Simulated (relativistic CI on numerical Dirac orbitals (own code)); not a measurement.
**Forbidden lines of Yb⁹⁺**

Calculated at this level of theory: Dirac-Coulomb-Breit CI, separate exchange-only KLI orbitals for each configuration, model QED, unscaled Slater integrals (own radial code, finite nucleus).

Configuration list (outside the closed core [Ar] 3d10 4s2): 4p6 4d10 4f12 5s2 5p, 4p6 4d10 4f10 5s2 5p3, 4p6 4d10 4f11 5s2 5p2, 4p6 4d10 4f13 5s2, 4p6 4d10 4f12 5s 5p2, 4p6 4d10 4f12 5s2 5d, 4p6 4d10 4f11 5s 5p3, 4p6 4d10 4f12 5p3, 4p6 4d10 4f14 5s, 4p6 4d10 4f14 5p, 4p6 4d10 4f13 5s 5p, 4p6 4d10 4f11 5s2 5p 5d, 4p6 4d10 4f12 5s 5p 5d, 4p6 4d10 4f12 5s2 5f, 4p6 4d10 4f13 5p2, 4p6 4d10 4f11 5s2 5p 6s, 4p6 4d10 4f13 5s 5d, 4p6 4d10 4f12 5s2 6s, 4p6 4d10 4f12 5s2 5g, 4p6 4d10 4f13 5s 6s, 4p6 4d10 4f12 5s2 6p, 4p6 4d10 4f13 5s 6p, 4p6 4d10 4f10 5s2 5p 6s2, 4p6 4d10 4f13 5s 5f, 4p6 4d10 4f13 5p 6s, 4p6 4d9 4f14 5s2, 4p5 4d10 4f14 5s2. Levels of other configurations are missing.

```tsv
λ vac (nm)	Lower	Upper	Type	A (s⁻¹)	gf	Branching (%)
277.08	4p6 4d10 4f10 5s2 5p3 8I°_19/2 [1]	4p6 4d10 4f10 5s2 5p3 6K°_19/2 [31]	M1	1.90e+02	4.38e-06	93.6
283.49	4p6 4d10 4f10 5s2 5p3 6I°_17/2 [2]	4p6 4d10 4f10 5s2 5p3 6K°_19/2 [31]	M1	7.30e+00	1.76e-07	3.6
314.91	4p6 4d10 4f10 5s2 5p3 8I°_15/2 [3]	4p6 4d10 4f10 5s2 5p3 8G°_15/2 [32]	M1	1.19e+01	2.83e-07	13.8
377.09	4p6 4d10 4f10 5s2 5p3 6I°_17/2 [2]	4p6 4d10 4f10 5s2 5p3 4K°_15/2 [15]	M1	2.65e+00	9.03e-08	3.9
424.32	4p6 4d10 4f10 5s2 5p3 8I°_13/2 [4]	4p6 4d10 4f10 5s2 5p3 4G°_11/2 [26]	M1	3.66e+00	1.18e-07	14.3
453.14	4p6 4d10 4f10 5s2 5p3 8I°_13/2 [4]	4p6 4d10 4f10 5s2 5p3 6I°_11/2 [25]	M1	5.28e+00	1.95e-07	22.1
466.23	4p6 4d10 4f10 5s2 5p3 8I°_11/2 [5]	4p6 4d10 4f10 5s2 5p3 4I°_9/2 [30]	M1	5.48e+00	1.79e-07	33.3
468.22	4p6 4d10 4f10 5s2 5p3 8I°_15/2 [3]	4p6 4d10 4f10 5s2 5p3 6I°_13/2 [14]	M1	6.15e+00	2.83e-07	11.5
474.48	4p6 4d10 4f10 5s2 5p3 6I°_17/2 [6]	4p6 4d10 4f10 5s2 5p3 8G°_15/2 [32]	M1	5.28e+01	2.85e-06	61.5
504.76	4p6 4d10 4f10 5s2 5p3 6I°_17/2 [6]	4p6 4d10 4f10 5s2 5p3 6K°_19/2 [31]	M1	5.71e+00	4.36e-07	2.8
507.65	4p6 4d10 4f10 5s2 5p3 4I°_15/2 [7]	4p6 4d10 4f10 5s2 5p3 8G°_15/2 [32]	M1	1.44e+01	8.92e-07	16.8
520.66	4p6 4d10 4f10 5s2 5p3 8I°_13/2 [4]	4p6 4d10 4f10 5s2 5p3 8F°_11/2 [18]	M1	5.82e+00	2.84e-07	26.7
593.35	4p6 4d10 4f10 5s2 5p3 8I°_13/2 [4]	4p6 4d10 4f10 5s2 5p3 4K°_15/2 [15]	M1	3.14e+00	2.65e-07	4.6
593.83	4p6 4d10 4f10 5s2 5p3 6I°_17/2 [2]	4p6 4d10 4f10 5s2 5p3 4I°_15/2 [7]	M1	7.63e+01	6.45e-06	97.9
614.27	4p6 4d10 4f10 5s2 5p3 8I°_19/2 [1]	4p6 4d10 4f10 5s2 5p3 6I°_17/2 [6]	M1	1.27e+02	1.29e-05	96.8
645.95	4p6 4d10 4f10 5s2 5p3 8I°_15/2 [3]	4p6 4d10 4f10 5s2 5p3 4H°_13/2 [11]	M1	1.74e+01	1.52e-06	95.4
771.12	4p6 4d10 4f10 5s2 5p3 4H°_13/2 [11]	4p6 4d10 4f10 5s2 5p3 4G°_11/2 [26]	M1	1.24e+01	1.32e-06	48.4
904.50	4p6 4d10 4f10 5s2 5p3 6I°_17/2 [6]	4p6 4d10 4f10 5s2 5p3 4K°_15/2 [15]	M1	6.20e+01	1.22e-05	90.7
914.17	4p6 4d10 4f11 5s2 5p2 4I°_15/2 [9]	4p6 4d10 4f11 5s2 5p2 6I°_13/2 [19]	M1	6.00e+01	1.05e-05	96.9
936.36	4p6 4d10 4f10 5s2 5p3 8I°_15/2 [3]	4p6 4d10 4f10 5s2 5p3 6I°_17/2 [6]	M1	3.12e+00	7.39e-07	2.4
1075.2	4p6 4d10 4f10 5s2 5p3 4I°_15/2 [7]	4p6 4d10 4f10 5s2 5p3 6I°_13/2 [14]	M1	4.30e+01	1.04e-05	80.5
1238.0	4p6 4d10 4f10 5s2 5p3 4K°_15/2 [15]	4p6 4d10 4f10 5s2 5p3 4K°_13/2 [29]	M1	2.62e+01	8.43e-06	86.1
1402.2	4p6 4d10 4f10 5s2 5p3 4H°_13/2 [11]	4p6 4d10 4f10 5s2 5p3 6G°_11/2 [16]	M1	1.26e+01	4.46e-06	73.8
1455.6	4p6 4d10 4f10 5s2 5p3 6G°_13/2 [13]	4p6 4d10 4f10 5s2 5p3 8F°_11/2 [18]	M1	1.14e+01	4.33e-06	52.1
1601.0	4p6 4d10 4f10 5s2 5p3 6G°_11/2 [16]	4p6 4d10 4f10 5s2 5p3 6I°_9/2 [27]	M1	1.12e+01	4.30e-06	58.7
1788.1	4p6 4d10 4f10 5s2 5p3 6I°_13/2 [14]	4p6 4d10 4f10 5s2 5p3 6I°_11/2 [25]	M1	1.19e+01	6.82e-06	49.6
2048.3	4p6 4d10 4f10 5s2 5p3 8I°_15/2 [3]	4p6 4d10 4f10 5s2 5p3 8I°_13/2 [4]	M1	1.13e+01	9.94e-06	100.0
2090.7	4p6 4d10 4f10 5s2 5p3 6I°_17/2 [2]	4p6 4d10 4f10 5s2 5p3 8I°_15/2 [3]	M1	6.24e+00	6.55e-06	100.0
2481.5	4p6 4d10 4f10 5s2 5p3 8I°_13/2 [4]	4p6 4d10 4f10 5s2 5p3 8I°_11/2 [5]	M1	8.62e+00	9.55e-06	100.0
2930.0	4p6 4d10 4f10 5s2 5p3 8I°_11/2 [5]	4p6 4d10 4f10 5s2 5p3 8I°_9/2 [8]	M1	6.16e+00	7.93e-06	100.0
```

Terms are leading LS components. Brackets give the number of a level in order of energy, since labels repeat. The list gives strong lines, with weight on those to low levels, among the lowest 400 of 9999 levels, so that lines to higher ones, which can be the strongest, are missing. Levels whose partners in the same complex of configurations lie outside the list can be far off, and so can their lines. Rates are taken at the computed energies, electric ones in the length gauge.

At this charge transitions that keep the count of f electrons are usually good to a few per cent. Terms inside the open d or f shell come out 10 to 20 % too wide with unscaled integrals. Levels and lines within the n = 5 or 6 shells can be off by up to 10 % or somewhat more, and those that change n by about 2 %, since core polarisation is missing. Levels that differ in their count of f electrons can be misplaced by several ten thousand cm⁻¹, since the correlation energy of f electrons is missing or only estimated; rates across such gaps can be off by orders of magnitude. The computed lowest level isn't the tabulated ground level, which NIST ASD gives as 4f12 5s2 5p °; for such ions that label comes from theory and may be the wrong one.

LS names give the leading component of a level, which can be under half, so a name can repeat, a term be missing and a line seem to break the LS rules.
